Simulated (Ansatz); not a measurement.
Geometry optimisation, RKS PBE-D4/def2-SVP in Ansatz.

input.yaml

```yaml
crystal:
  periodic: [false, false, false]
  atoms:
    - { symbol: Al, position_ang: [-1.5375, 0.2404, -0.6467] }
    - { symbol: "N", position_ang: [-0.0347, -1.059, 0.3855] }
    - { symbol: H, position_ang: [-1.6844, -0.1262, -2.1297] }
    - { symbol: H, position_ang: [-2.6953, 0.6849, 0.2547] }
    - { symbol: Al, position_ang: [1.5492, 0.523, 0.4054] }
    - { symbol: F, position_ang: [0.0193, 1.6585, -0.503] }
    - { symbol: H, position_ang: [2.6352, 0.232, -0.6378] }
    - { symbol: H, position_ang: [1.8163, 1.1336, 1.7871] }
    - { symbol: H, position_ang: [-0.304, -1.4424, 1.2894] }
    - { symbol: H, position_ang: [0.2358, -1.8447, -0.2049] }
basis:
  gaussian: { orbitals: def2-SVP }
hamiltonian:
  xc: pbe
  dispersion: d4
relax:
  f_tol: 0.15
  max_steps: 25
  restrain:
    - { distance: [0, 5], at: 1.78, k: 30.0 }
    - { distance: [4, 1], at: 1.92, k: 30.0 }
    - { distance: [0, 1], at: 3.22, k: 30.0 }
    - { distance: [4, 5], at: 3.08, k: 30.0 }
output:
  orbitals: {}
```

Run as:

```bash
$ ansatz run input.yaml --threads 2 --pin off --max-ram 3072MiB --backend cpu --events-out ev --progress --plain --runs-dir out
```

Problem. Where does it end, and by what steps?

Solution. The forces met the threshold. The restraints hold the end off the free minimum. After 6 steps the energy has risen by 0.780 eV (the restraints' own energy left out); F6 moved furthest, 0.59 Å.

```
step  energy less start (eV)  largest force component (eV/Å)  accepted
   0                  0.0000                           3.206       yes
   1                  0.5525                           3.605       yes
   2                  0.7499                           2.684       yes
   3                  0.8158                           1.101       yes
   4                  0.8188                           1.202       yes
   5                  0.7918                           1.157       yes
   6                  0.7800                           1.193       yes
```

```xyz
10
Properties=species:S:1:pos:R:3
Al -1.722 0.709 -0.885
N 0.393 -1.202 0.566
H -1.795 -0.100 -2.253
H -2.806 0.751 0.279
Al 1.697 0.156 0.575
F -0.443 1.896 -0.773
H 2.672 0.181 -0.681
H 1.759 1.051 1.890
H -0.148 -1.469 1.393
H 0.393 -1.972 -0.110
```

Run time: 11 s on 2 threads of Arm Neoverse V2, on a shared host, peak memory 0.13 GiB.
